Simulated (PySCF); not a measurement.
## Interval between two levels of Yb³⁺ by level of theory

Yb³⁺ [Xe] 4f13 [2F7/2, M_J = 7/2] → Yb³⁺ [Xe] 4f12 6p1 [4I15/2, M_J = 15/2], as a difference of total energies. All numbers are calculated (PySCF 2.14, the two-component X2C-1e Hamiltonian, in x2c-SVPall-2c with one added diffuse shell each of s, p, d, f type (8s11p10d4f1g, 128 functions)). Correlated levels: [Ar] 3d10 frozen; the 16 highest virtual spinors dropped. "Screened" scales the spin-orbit matrix elements by Boettger's factors to mimic the two-electron term; Breit and QED terms are absent.

```
                    method  interval between two levels (cm⁻¹)
 GHF (screened spin-orbit)                              138490
GMP2 (screened spin-orbit)                              168580
```

The labels give the starting determinants; with spin-orbit coupling the two ends relaxed to ⟨J²⟩ = 15.76, ⟨L²⟩ = 12.11, ⟨S²⟩ = 0.85 and ⟨J²⟩ = 63.76, ⟨L²⟩ = 42.21, ⟨S²⟩ = 3.82.
